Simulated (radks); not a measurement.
Problem. Gd4+, configuration [Xe] 4f6 (the NIST ground configuration). All-electron calculation, Dirac Kohn-Sham, AM05, spin-unpolarised, spherical densities, point nucleus; open shells fill j = l - 1/2 first. Program: a radial shooting solver on a logarithmic mesh with Libxc functionals. Some entries of the table are withheld. Estimate them.

orbital,occ.,eigenvalue (hartree),r(max) (bohr),<1/r> (bohr^-1)
1s1/2,2,-1839.426,0.01392,71.63
2s1/2,2,-305.0248,0.07922,17.09
2p1/2,2,-289.7635,0.05983,17.07
2p3/2,4,-264.2286,0.06566,15.08
3s1/2,2,-68.95446,0.2247,6.225
3p1/2,2,-62.33936,0.2118,6.142
3p3/2,4,-57.10334,0.2242,5.639
3d3/2,4,-45.66581,0.1780,5.519
3d5/2,6,-44.52428,0.1814,5.393
4s1/2,2,-15.23129,0.5158,2.610
4p1/2,2,-12.65506,0.5199,(1)
4p3/2,4,-11.47870,0.5462,(2)
4d3/2,4,-7.22832,0.5532,2.121
4d5/2,6,-7.01446,0.5617,2.079
5s1/2,2,-3.34533,1.179,1.035
5p1/2,2,-2.59665,1.272,0.9330
5p3/2,4,-2.41200,1.341,0.8765
4f5/2,6,-1.98087,0.5570,1.599
4f7/2,0,-1.95062,0.5615,1.583

Solution. 
(1) 4p1/2 <1/r> (bohr^-1): 2.506
(2) 4p3/2 <1/r> (bohr^-1): 2.334
